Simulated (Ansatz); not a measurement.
# Nudged elastic band run: CH3NOTe

The input (input.yaml):

```yaml
crystal:
  periodic: [false, false, false]
  atoms:
    - { symbol: O, position_ang: [0.570481, -1.51772, -0.847309] }
    - { symbol: C, position_ang: [0.741352, -0.806742, 0.112073] }
    - { symbol: "N", position_ang: [0.225649, 0.447913, 0.296568] }
    - { symbol: Te, position_ang: [-0.9518, 1.424174, -1.093411] }
    - { symbol: H, position_ang: [1.36573, -1.114579, 0.990922] }
    - { symbol: H, position_ang: [0.420286, 0.913299, 1.178543] }
    - { symbol: H, position_ang: [-2.371698, 0.653654, -0.637375] }
basis:
  gaussian: { orbitals: def2-SVP }
hamiltonian:
  xc: b3lyp
  dispersion: d4
neb:
  order_check: false
  images: 5
  f_tol: 0.03
  max_iterations: 60
  initial_path: idpp
  final_atoms:
    - { symbol: O, position_ang: [0.32568606, -1.69847176, -0.59642504] }
    - { symbol: C, position_ang: [0.71857456, -0.82340403, 0.13500616] }
    - { symbol: "N", position_ang: [0.03278523, 0.305243, 0.4956075] }
    - { symbol: Te, position_ang: [-1.89270095, 0.72945932, -0.12436784] }
    - { symbol: H, position_ang: [1.73188574, -0.84381023, 0.61445438] }
    - { symbol: H, position_ang: [0.50970993, 0.97918573, 1.08772727] }
    - { symbol: H, position_ang: [-1.42594056, 1.35179696, -1.61199144] }
```

Command:

```bash
$ ansatz run input.yaml --threads 1 --pin off --max-ram 2048MiB --backend cpu --events-out ev --progress --plain --runs-dir out
```

Output, in part (warnings, iteration lines, the closing report on the highest movable image, with atoms numbered from 0):

```
NEB end point (image 0): max|allowed force component| = 1.248e-2 eV/Å (the criterion of neb.relax_end_points is 1.000e-2)
NEB end point (image 6): max|allowed force component| = 3.181e-3 eV/Å (the criterion of neb.relax_end_points is 1.000e-2)
NEB iter   1: max|band force component| = 7.301e-1 eV/Å  barrier→ = 0.3492 eV  barrier← = 0.3492 eV  Δτ_max = 0.1993 Å  (192 SCF iters)
NEB iter   2: max|band force component| = 3.985e-1 eV/Å  barrier→ = 0.2027 eV  barrier← = 0.2027 eV  CI = image 3  Δτ_max = 0.2000 Å  (158 SCF iters)
NEB iter   3: max|band force component| = 2.266e0 eV/Å  barrier→ = 0.2889 eV  barrier← = 0.2889 eV  CI = image 2  Δτ_max = 0.1000 Å  (169 SCF iters)
NEB iter   4: max|band force component| = 9.400e-1 eV/Å  barrier→ = 0.1333 eV  barrier← = 0.1333 eV  CI = image 2  Δτ_max = 0.1870 Å  (153 SCF iters)
NEB iter   5: max|band force component| = 2.635e-1 eV/Å  barrier→ = 0.1110 eV  barrier← = 0.1110 eV  CI = image 2  Δτ_max = 0.0723 Å  (158 SCF iters)
NEB iter   6: max|band force component| = 2.880e-1 eV/Å  barrier→ = 0.1081 eV  barrier← = 0.1081 eV  CI = image 2  Δτ_max = 0.0365 Å  (159 SCF iters)
NEB iter   7: max|band force component| = 1.582e-1 eV/Å  barrier→ = 0.1059 eV  barrier← = 0.1059 eV  CI = image 2  Δτ_max = 0.0275 Å  (161 SCF iters)
NEB iter   8: max|band force component| = 7.181e-2 eV/Å  barrier→ = 0.1058 eV  barrier← = 0.1058 eV  CI = image 2  Δτ_max = 0.0726 Å  (148 SCF iters)
NEB iter   9: max|band force component| = 1.126e-1 eV/Å  barrier→ = 0.1074 eV  barrier← = 0.1074 eV  CI = image 2  Δτ_max = 0.0248 Å  (156 SCF iters)
NEB iter  10: max|band force component| = 1.230e-1 eV/Å  barrier→ = 0.1075 eV  barrier← = 0.1075 eV  CI = image 2  Δτ_max = 0.0058 Å  (149 SCF iters)
NEB iter  11: max|band force component| = 6.486e-2 eV/Å  barrier→ = 0.1073 eV  barrier← = 0.1073 eV  CI = image 2  Δτ_max = 0.0087 Å  (134 SCF iters)
NEB iter  12: max|band force component| = 6.867e-2 eV/Å  barrier→ = 0.1073 eV  barrier← = 0.1073 eV  CI = image 2  Δτ_max = 0.0044 Å  (141 SCF iters)
NEB iter  13: max|band force component| = 1.837e-2 eV/Å  barrier→ = 0.1072 eV  barrier← = 0.1072 eV  CI = image 2  Δτ_max = 0.0000 Å  (271 SCF iters)
Total energy: -11914.62151202 eV, -437.8542645462 hartree
Atom 0 at    -0.297572    -1.508406    -0.394317 Å, force    -0.010796     0.000025    -0.012048 eV/Å
Atom 1 at     0.437813    -0.785509     0.246229 Å, force     0.018380     0.007776     0.015864 eV/Å
Atom 2 at     0.357352     0.566099     0.330854 Å, force    -0.002952    -0.007379     0.003877 eV/Å
Atom 3 at    -1.128292     1.651617    -0.674156 Å, force    -0.000260     0.000482    -0.001625 eV/Å
Atom 4 at     1.289523    -1.183528     0.853045 Å, force    -0.001983    -0.003432    -0.000748 eV/Å
Atom 5 at     1.028800     1.061530     0.909472 Å, force    -0.001862     0.003125    -0.006073 eV/Å
Atom 6 at    -1.687623     0.198195    -1.271116 Å, force    -0.000528    -0.000597     0.000752 eV/Å
Dipole moment:     0.221161     0.557335     0.234580 e Å
```

The run converged. A vibrational analysis at the climbing image gives one clearly imaginary mode, 157i cm⁻¹: a first-order saddle point.

Final band (atoms are numbered from 1 in the order of the input):

```tsv
image	path coordinate (Å)	energy (kcal/mol)	dihedral H6–N3–Te4–H7 (°)
0	0.00	0.0	-96
1	0.84	1.1	-129
2	1.68	2.5	-180
3	2.10	2.1	152
4	2.53	1.1	128
5	2.95	0.3	111
6	3.38	0.0	97
```

Run time: 4.8 min on 1 thread of Arm Neoverse V1, on a shared host, peak memory 0.26 GiB.
